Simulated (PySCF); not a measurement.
# Radial density of Cr+ (chromium, charge +1)

UHF, [Ar] 3d5, high-spin 6S determinant. Calculation: PySCF 2.14, in aug-cc-pVDZ; no relativity, point nucleus.

```json
{"r (bohr)": "0.000867", "4πr²ρ (e/bohr)": "0.08441", "4πr²(ρα − ρβ)": "0.0000"}
{"r (bohr)": "0.00146", "4πr²ρ (e/bohr)": "0.2321", "4πr²(ρα − ρβ)": "0.0000"}
{"r (bohr)": "0.00245", "4πr²ρ (e/bohr)": "0.6262", "4πr²(ρα − ρβ)": "0.0000"}
{"r (bohr)": "0.00413", "4πr²ρ (e/bohr)": "1.635", "4πr²(ρα − ρβ)": "-0.0001"}
{"r (bohr)": "0.00694", "4πr²ρ (e/bohr)": "4.042", "4πr²(ρα − ρβ)": "-0.0002"}
{"r (bohr)": "0.0117", "4πr²ρ (e/bohr)": "9.117", "4πr²(ρα − ρβ)": "-0.0004"}
{"r (bohr)": "0.0196", "4πr²ρ (e/bohr)": "17.65", "4πr²(ρα − ρβ)": "-0.0007"}
{"r (bohr)": "0.0330", "4πr²ρ (e/bohr)": "26.60", "4πr²(ρα − ρβ)": "-0.0009"}
{"r (bohr)": "0.0556", "4πr²ρ (e/bohr)": "27.55", "4πr²(ρα − ρβ)": "0.0000"}
{"r (bohr)": "0.0935", "4πr²ρ (e/bohr)": "21.89", "4πr²(ρα − ρβ)": "0.0074"}
{"r (bohr)": "0.157", "4πr²ρ (e/bohr)": "28.00", "4πr²(ρα − ρβ)": "0.0711"}
{"r (bohr)": "0.264", "4πr²ρ (e/bohr)": "27.62", "4πr²(ρα − ρβ)": "0.4797"}
{"r (bohr)": "0.445", "4πr²ρ (e/bohr)": "11.00", "4πr²(ρα − ρβ)": "1.8392"}
{"r (bohr)": "0.748", "4πr²ρ (e/bohr)": "13.45", "4πr²(ρα − ρβ)": "3.4619"}
{"r (bohr)": "1.26", "4πr²ρ (e/bohr)": "7.506", "4πr²(ρα − ρβ)": "2.8479"}
{"r (bohr)": "2.12", "4πr²ρ (e/bohr)": "1.308", "4πr²(ρα − ρβ)": "0.9853"}
{"r (bohr)": "3.56", "4πr²ρ (e/bohr)": "0.1173", "4πr²(ρα − ρβ)": "0.1145"}
{"r (bohr)": "5.99", "4πr²ρ (e/bohr)": "0.001962", "4πr²(ρα − ρβ)": "0.0020"}
```
